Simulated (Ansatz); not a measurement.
SnF₂ was relaxed with PBE0-D4 (def2-TZVP) in Ansatz in these states: charge +1 doublet, neutral singlet. The geometries follow in no particular order.

In the def2 sets Sn takes a core potential; there is no spin–orbit coupling.

A:

Cartesian coordinates in Å:
```
Sn 0.570 -0.465 0.453
F 0.198 -0.359 -1.440
F -0.767 0.824 0.987
```

B:

Cartesian coordinates in Å:
```
Sn 0.189 0.482 0.393
F -0.345 -1.178 1.076
F 0.156 0.696 -1.468
```

Task: Judge from the bond lengths which geometry belongs to which state (an estimate).

Result: A is the neutral singlet (Sn1–F3 1.932 Å, Sn1–F2 1.932 Å); B is the charge +1 doublet (Sn1–F3 1.873 Å, Sn1–F2 1.873 Å).
